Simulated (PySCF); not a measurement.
# Polarisability and C₆ of Te (tellurium, neutral)

[Kr] 4d10 5s2 5p3 6s1, high-spin 5S determinant (an excited configuration). Calculation: PySCF 2.14, in x2c-QZVPPall with one added diffuse shell each of s, p, d, f type (14s10p8d5f1g, 128 functions); the spin-free X2C one-electron Hamiltonian (Gaussian nucleus). Coupled (time-dependent) response in atomic units; α is the mean over directions.

```json
{"method": "BHandHLYP", "mean α (bohr³)": "533.0", "C₆ (like pair)": "10370", "S(−4)": "252500"}
```

S(−4) is the Cauchy moment in α(ω) = α(0) + S(−4) ω² + …

α(iu) at BHandHLYP:

```csv
u (hartree),α(iu) (bohr³)
0,533.0
0.0500,250.2
0.100,106.6
0.200,42.74
0.300,26.55
0.500,14.66
0.750,8.748
1.00,5.932
1.50,3.403
2.00,2.300
3.00,1.315
5.00,0.6193
```

The outer electron is Rydberg-like, and this basis confines it to a smaller radius and binds it less than a complete one would.
